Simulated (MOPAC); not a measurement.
MOPAC input (PM6):

```
PM6 FORCE THERMO(298,298) PRECISE LET CHARGE=1 GEO-OK AUX(PRECISION=9) THREADS=1
H8N3Si

N    -0.57848266 1    1.57218655 1    0.11741174 1
Si   -0.10073416 1   -0.03128951 1    0.35154417 1
N    -1.05599628 1   -1.28871045 1   -0.24884283 1
N     1.60854886 1   -0.20561604 1   -0.51179516 1
H    -1.09051215 1    1.99462075 1   -0.65008825 1
H    -0.54946384 1    2.24580084 1    0.89150998 1
H     0.27350357 1   -0.26922189 1    1.72027573 1
H    -1.64418041 1   -1.32372717 1   -1.07495637 1
H    -1.27576176 1   -2.10401845 1    0.33494571 1
H     1.58698789 1   -0.06609366 1   -1.53384237 1
H     2.28906845 1    0.47937903 1   -0.13645766 1
H     2.01522068 1   -1.14493510 1   -0.35240050 1
```

From the output:

```
     H   12   0.025261   0.012890   0.017976   0.621655   0.609906   4.267641

          HEAT OF FORMATION =      89.680860 KCALS/MOLE

          ZERO POINT ENERGY      55.153 KCAL/MOL

           NORMAL COORDINATE ANALYSIS (Total motion = 1 Angstrom)

   Root No.       1         2         3         4         5         6         7         8

                 1 A       2 A       3 A       4 A       5 A       6 A       7 A       8 A

                  94.3     103.2     170.8     215.7     252.4     280.5     603.3     612.3

           1   -0.0005    0.0027    0.0078   -0.0289   -0.0070   -0.0211    0.0028   -0.0277
           2   -0.0034   -0.0081    0.0352    0.0274    0.0099   -0.0506    0.0185    0.0006
           3   -0.0139    0.0062   -0.0065   -0.0480   -0.0474    0.0052    0.0167   -0.0144
           4   -0.0014    0.0039    0.0070   -0.0313   -0.0101   -0.0209   -0.0013   -0.0119
           5   -0.0009    0.0023   -0.0120   -0.0182    0.0174    0.0360   -0.0007    0.0206
           6   -0.0000   -0.0000    0.0072    0.0000    0.0542    0.0079   -0.0001   -0.0492
           7   -0.0033   -0.0056   -0.0344    0.0092   -0.0051    0.0544    0.0175    0.0130
           8    0.0012    0.0064    0.0109   -0.0387    0.0110   -0.0069   -0.0066    0.0244
           9    0.0139   -0.0062   -0.0067    0.0480   -0.0474    0.0052   -0.0168   -0.0142
          10    0.0057   -0.0049    0.0122    0.0657    0.0249   -0.0031   -0.0001    0.0349
          11    0.0033   -0.0027   -0.0213    0.0380   -0.0430    0.0054   -0.0003   -0.0603
          12   -0.0000   -0.0000   -0.0024    0.0000    0.0106   -0.0212    0.0003    0.0968
          13    0.0010   -0.0102    0.0387   -0.0315   -0.0539   -0.0748   -0.1422   -0.0134
          14    0.0447   -0.0958    0.1533    0.0012   -0.0303   -0.0394   -0.0769   -0.0209
          15   -0.0875    0.1245   -0.1439   -0.0110   -0.0595   -0.0991   -0.0807    0.0424
          16   -0.0018    0.0175   -0.0236   -0.0224    0.0572    0.0284    0.1720   -0.0642
          17   -0.0747    0.1077   -0.0884    0.0751    0.0393   -0.1918   -0.0723   -0.0306
          18    0.0571   -0.1197    0.1417   -0.1008   -0.1321    0.0984   -0.0554    0.0510
          19    0.0088    0.0001    0.0169   -0.0485   -0.0053   -0.0181   -0.1466   -0.0365
          20    0.0050    0.0001   -0.0290   -0.0282    0.0092    0.0312   -0.0845    0.0648
          21    0.0001   -0.0000    0.0285    0.0001    0.0616    0.0130   -0.0005   -0.0954
          22    0.0387   -0.0875   -0.1530   -0.0152    0.0531    0.0711   -0.1370    0.0264
          23   -0.0212    0.0385    0.0431   -0.0278    0.0317    0.0453   -0.0850    0.0022
          24    0.0869   -0.1237   -0.1452    0.0106   -0.0594   -0.0992    0.0808    0.0414
          25   -0.0652    0.1016    0.0895    0.0541   -0.0627    0.1526    0.0231    0.0582
          26    0.0354   -0.0382   -0.0239   -0.0567   -0.0300   -0.1201    0.1849    0.0384
          27   -0.0564    0.1189    0.1426    0.1010   -0.1322    0.0987    0.0556    0.0504
          28    0.1739    0.0870    0.0121    0.0841    0.0593    0.0075   -0.0060    0.0165
          29    0.1016    0.0510   -0.0214    0.0483   -0.1021   -0.0130   -0.0033   -0.0281
          30    0.0006    0.0003   -0.0017    0.0003    0.0524   -0.0076    0.0000    0.0675
          31   -0.1356   -0.0977    0.0126    0.1334    0.0274   -0.0026   -0.0068    0.0396
          32    0.0689    0.0387   -0.0214    0.0130   -0.0473    0.0046    0.0018   -0.0502
          33    0.1041    0.0482   -0.0024    0.0523   -0.0365   -0.0370   -0.0077    0.1339
          34   -0.0059   -0.0141    0.0121    0.0775    0.0275   -0.0025   -0.0017    0.0237
          35   -0.1516   -0.1038   -0.0217    0.1094   -0.0479    0.0046   -0.0072   -0.0592
          36   -0.1047   -0.0485   -0.0021   -0.0525   -0.0362   -0.0368    0.0087    0.1332

   Root No.       9        10        11        12        13        14        15        16

                 9 A      10 A      11 A      12 A      13 A      14 A      15 A      16 A

                 646.9     688.9     733.5     770.9     782.8     800.7     821.9     922.9

           1   -0.0148    0.0099   -0.0259   -0.0016    0.0039   -0.0263   -0.0329    0.0716
           2   -0.0149    0.0228   -0.0292   -0.0026   -0.0013    0.0073    0.0193   -0.0180
           3   -0.0108   -0.0250    0.0080   -0.0156   -0.0310   -0.0007    0.0073    0.0005
           4   -0.0016   -0.0024    0.0016    0.0003    0.0012    0.0016    0.0056   -0.0306
           5    0.0027   -0.0014   -0.0028    0.0001   -0.0020   -0.0028    0.0033    0.0529
           6   -0.0014   -0.0000    0.0087    0.0003    0.0279    0.0011   -0.0000   -0.0066
           7    0.0204    0.0246    0.0383   -0.0031   -0.0007    0.0067    0.0004   -0.0200
           8    0.0054   -0.0027    0.0080   -0.0002   -0.0041    0.0264   -0.0381   -0.0711
           9   -0.0108    0.0250    0.0081    0.0149   -0.0313   -0.0006   -0.0073    0.0005
          10   -0.0056   -0.0120    0.0042    0.0334   -0.0007    0.0141    0.0189    0.0108
          11    0.0096   -0.0070   -0.0071    0.0194    0.0005   -0.0243    0.0110   -0.0187
          12    0.0070   -0.0000   -0.0076   -0.0001   -0.0179   -0.0258    0.0000   -0.0000
          13    0.0670   -0.0293    0.0562    0.0239    0.0579   -0.0508   -0.0982    0.1396
          14    0.0312   -0.1357    0.1235   -0.0095   -0.0353   -0.0390   -0.0424    0.0596
          15    0.0555    0.1602   -0.0953    0.0383    0.1148    0.0300   -0.0051    0.0014
          16   -0.1155   -0.0164   -0.0723   -0.0420   -0.0962   -0.0120    0.0205    0.0127
          17    0.0321   -0.1148    0.0979   -0.0139   -0.0318   -0.0081   -0.0267    0.0437
          18    0.0399    0.1326   -0.0700    0.0340    0.0939    0.0029    0.0045   -0.0139
          19    0.0659   -0.0051   -0.0380   -0.1542   -0.0614    0.0981    0.3004    0.0278
          20   -0.1140   -0.0030    0.0650   -0.0879    0.1091   -0.1695    0.1742   -0.0478
          21    0.1374    0.0000   -0.0702   -0.0011   -0.0997    0.1995   -0.0001    0.1207
          22   -0.0609   -0.1319   -0.1354    0.0036    0.0017    0.0591   -0.0858   -0.1212
          23   -0.0428    0.0422    0.0128    0.0240   -0.0683    0.0247   -0.0641   -0.0915
          24    0.0556   -0.1602   -0.0956   -0.0359    0.1153    0.0299    0.0050    0.0014
          25    0.0296   -0.1078   -0.0493   -0.0314    0.0759    0.0129   -0.0130   -0.0443
          26    0.1167    0.0423    0.1116   -0.0282    0.0682    0.0062    0.0312    0.0108
          27    0.0399   -0.1325   -0.0703   -0.0319    0.0943    0.0028   -0.0045   -0.0139
          28    0.0582    0.0161   -0.0358   -0.0656   -0.0410   -0.0872   -0.0299   -0.0385
          29   -0.1005    0.0091    0.0617   -0.0367    0.0721    0.1502   -0.0171    0.0666
          30    0.0799    0.0003   -0.0526   -0.0013   -0.0633   -0.1443   -0.0004   -0.0616
          31   -0.0009    0.0305   -0.0018   -0.1356   -0.0020    0.0055   -0.0643    0.0077
          32    0.0005   -0.0195   -0.0016    0.0730    0.0030   -0.0095    0.0382   -0.0070
          33   -0.0834    0.0428    0.0476   -0.1827    0.0426    0.1138   -0.0871    0.0690
          34    0.0004   -0.0018    0.0020   -0.0040   -0.0018    0.0049    0.0012    0.0020
          35    0.0008    0.0363    0.0009   -0.1546    0.0063   -0.0091   -0.0751   -0.0097
          36   -0.0829   -0.0431    0.0473    0.1839    0.0389    0.1131    0.0874    0.0683

   Root No.      17        18        19        20        21        22        23        24

                17 A      18 A      19 A      20 A      21 A      22 A      23 A      24 A

                1075.9    1438.0    1518.9    1529.6    1556.5    1559.1    2184.1    2693.3

           1   -0.0771   -0.0025   -0.0297    0.0268    0.0008   -0.0000   -0.0012    0.0002
           2   -0.0052   -0.0004    0.0010   -0.0002    0.0004   -0.0002    0.0005    0.0006
           3   -0.0071    0.0002   -0.0041    0.0040   -0.0002    0.0006    0.0004    0.0009
           4    0.0786    0.0001    0.0022   -0.0003    0.0001   -0.0003    0.0124   -0.0002
           5    0.0455   -0.0001    0.0013    0.0004   -0.0002   -0.0002   -0.0215   -0.0001
           6    0.0000    0.0003    0.0000   -0.0000   -0.0001   -0.0000   -0.0229    0.0000
           7   -0.0428    0.0016   -0.0139   -0.0132   -0.0007   -0.0002    0.0001    0.0006
           8   -0.0643    0.0020   -0.0262   -0.0234   -0.0006    0.0001    0.0013   -0.0001
           9    0.0071    0.0002    0.0041    0.0040   -0.0002   -0.0006    0.0004   -0.0008
          10   -0.0120   -0.0167   -0.0001   -0.0013    0.0160   -0.0316   -0.0004   -0.0404
          11   -0.0069    0.0288   -0.0000    0.0022   -0.0261   -0.0190    0.0007   -0.0241
          12   -0.0000   -0.0476    0.0000   -0.0028   -0.0216   -0.0004   -0.0006   -0.0004
          13   -0.0713    0.0168    0.1718   -0.1638   -0.0037   -0.0013    0.0005    0.0031
          14   -0.0086    0.0096    0.1013   -0.0969   -0.0032    0.0012   -0.0019   -0.0015
          15   -0.0017    0.0091    0.1190   -0.1126   -0.0010   -0.0036   -0.0004   -0.0014
          16   -0.1003    0.0181    0.1920   -0.1797   -0.0035   -0.0000    0.0047   -0.0082
          17    0.0072   -0.0082   -0.1134    0.1071    0.0007    0.0017   -0.0025   -0.0082
          18    0.0202   -0.0058   -0.0580    0.0559    0.0024   -0.0010   -0.0037   -0.0097
          19   -0.1718    0.0020    0.0071   -0.0018    0.0006    0.0024   -0.3349   -0.0010
          20   -0.0995   -0.0035    0.0041    0.0032   -0.0010    0.0014    0.5777   -0.0006
          21   -0.0000    0.0038   -0.0000    0.0017   -0.0001   -0.0000    0.6517    0.0000
          22   -0.0430   -0.0166    0.1731    0.1656    0.0047    0.0004    0.0014    0.0002
          23   -0.0576   -0.0098    0.0986    0.0939    0.0017   -0.0018   -0.0014    0.0032
          24    0.0017    0.0091   -0.1190   -0.1127   -0.0011    0.0037   -0.0004    0.0014
          25   -0.0437   -0.0019   -0.0028   -0.0035    0.0011    0.0015   -0.0002   -0.0107
          26   -0.0905   -0.0198    0.2228    0.2093    0.0036   -0.0009   -0.0053   -0.0029
          27   -0.0202   -0.0058    0.0580    0.0559    0.0024    0.0010   -0.0037    0.0094
          28    0.0240    0.1203    0.0016    0.0080    0.0720    0.3683    0.0027   -0.0237
          29    0.0136   -0.2070    0.0010   -0.0135   -0.1362    0.2126   -0.0047   -0.0117
          30    0.0004    0.1482   -0.0000    0.0090    0.0838    0.0026   -0.0009    0.0031
          31    0.0477    0.1342    0.0007    0.0144   -0.3393    0.0868   -0.0009    0.1617
          32   -0.0256   -0.0424   -0.0003   -0.0039    0.1424   -0.0592    0.0007    0.4153
          33    0.0621    0.2451   -0.0010    0.0159    0.1133   -0.2346   -0.0033   -0.0177
          34    0.0014   -0.0303    0.0001   -0.0038    0.0421   -0.0091   -0.0002    0.4350
          35    0.0543   -0.1387    0.0006   -0.0145    0.3620    0.1143    0.0012   -0.0626
          36   -0.0624    0.2444    0.0009    0.0160    0.1078    0.2381   -0.0033    0.0195

   Root No.      25        26        27        28        29        30

                25 A      26 A      27 A      28 A      29 A      30 A

                2701.2    2730.4    2732.3    2767.0    2790.8    2802.0

           1    0.0002   -0.0037    0.0035   -0.0028   -0.0179    0.0154
           2    0.0013   -0.0191    0.0185    0.0026    0.0080   -0.0064
           3    0.0011   -0.0170    0.0163    0.0017    0.0030   -0.0024
           4    0.0003   -0.0012    0.0000   -0.0006   -0.0011    0.0003
           5   -0.0005   -0.0007   -0.0001    0.0010   -0.0007   -0.0005
           6    0.0002   -0.0000    0.0007   -0.0013    0.0000   -0.0003
           7   -0.0012   -0.0181   -0.0181   -0.0008   -0.0020   -0.0021
```

The dipole moment of an ion depends on the origin.
